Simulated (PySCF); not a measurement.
Compound: C₇H₉OP.
SMILES with atom numbers: `[CH:1]#[C:2][P:3]1[CH2:4][CH2:5][C:6](=[O:7])[CH2:8][CH2:9]1`

Definitions: NICS(0) = −σiso at the ring centroid; NICS(1) = −σiso and NICS(1)zz = −σzz at ±1 Å along the ring normal z. Level: GIAO PBE0/pcSseg-1 (PySCF, non-relativistic, gas phase) on the GFN2-xTB geometry, one conformer.

Ring bond lengths (Å), with Mayer bond orders in brackets: P3–C4 1.882 (0.96), C4–C5 1.525 (1.02), C5–C6 1.512 (0.98), C6–C8 1.510 (0.99), C8–C9 1.524 (1.00), C9–P3 1.870 (0.98).

Q: What do the NICS probes read (ppm)?

A: 
```tsv
ring	type	NICS(0)	NICS(1), two faces	NICS(1)zz, two faces	rms pucker (Å)	centre to ring atoms, mean (Å)
P3–C4–C5–C6–C8–C9	6-membered ring with P; formal bonds all single	-0.6	-3.1 / -2.1	-0.1 / 2.7	0.33	1.55
```

Q: What do they say, and how far can they be read as aromaticity?

A: 
- P3–C4–C5–C6–C8–C9: mean NICS(1)zz 1.3 ppm, near zero. C4, C5, C8, C9 have four or more neighbours, so the value isn't read as a sign of a π ring current.

Q: List the ring angles and the Hirshfeld charges of the ring atoms.

A: 
- P3–C4–C5–C6–C8–C9: P3 97.2° (+0.184 e), C4 112.0° (-0.108 e), C5 112.9° (-0.078 e), C6 115.2° (+0.169 e), C8 112.8° (-0.081 e), C9 113.3° (-0.109 e); sum 663.4° against 720° for a flat convex ring.
